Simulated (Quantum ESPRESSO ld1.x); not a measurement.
Values are calculated unless marked as measured or tabulated.
Xe+, 53 electrons, occupied as [Kr] 4d10 5s2 5p5.

Level of theory: scalar-relativistic Kohn-Sham, LDA (Slater exchange, Perdew-Zunger correlation), spin-polarised, spherical densities, point nucleus; open shells are filled with parallel spins first (ld1.x of Quantum ESPRESSO 7.5).

Energy parts (eV):
part                      energy
total                 -202477.24
kinetic                212879.90
electron-nucleus      -489712.77
Hartree                 79261.34
exchange-correlation    -4905.71

Orbitals (lengths in bohr, moments of r in powers of bohr):
orbital  occ.  eigenvalue (eV)      <r^2>      <r>   <1/r>
1s up       1         -34346.1  0.0009652  0.02668   58.06
1s down     1         -34346.0  0.0009652  0.02668   58.06
2s up       1         -5354.91    0.01552   0.1147   13.32
2s down     1         -5354.89    0.01552   0.1147   13.32
2p up       3         -4808.58    0.01229   0.1003   12.72
2p down     3         -4808.54    0.01229   0.1003   12.72
3s up       1         -1102.90     0.1076   0.3069   4.784
3s down     1         -1102.86     0.1076   0.3069   4.784
3p up       3         -926.433     0.1077   0.3047   4.548
3p down     3         -926.390     0.1077   0.3047   4.548
3d up       5         -664.012    0.09341   0.2811   4.310
3d down     5         -663.972    0.09341   0.2811   4.310
4s up       1         -207.091     0.5807   0.7169   1.955
4s down     1         -207.009     0.5805   0.7168   1.955
4p up       3         -151.122     0.6672   0.7652   1.793
4p down     3         -151.031     0.6667   0.7650   1.794
4d up       5         -69.5391     0.8993   0.8774   1.514
4d down     5         -69.4058     0.8966   0.8763   1.515
5s up       1         -29.5977      3.732    1.819  0.7207
5s down     1         -29.0339      3.735    1.819  0.7215
5p up       3         -17.4433      5.412    2.180  0.5940
5p down     2         -16.8888      5.471    2.190  0.5920

The highest occupied level is 5p down at -16.889 eV. Spin moment in Bohr magnetons: 1. The density falls to 0.001 e/bohr^3 at r = 4.11 bohr. Summed over all electrons, <r^2> = 50.69 bohr^2, which gives a Langevin (diamagnetic) susceptibility term of -40.1 x 10^-6 cm^3/mol. For comparison, the ionisation energy in NIST's Atomic Spectra Database is 20.975 eV (semi-empirical). In exact Kohn-Sham theory the highest level is minus the ionisation energy, but local and semilocal functionals leave it too shallow, through self-interaction and a potential that decays too fast; potentials with the right tail come closer.
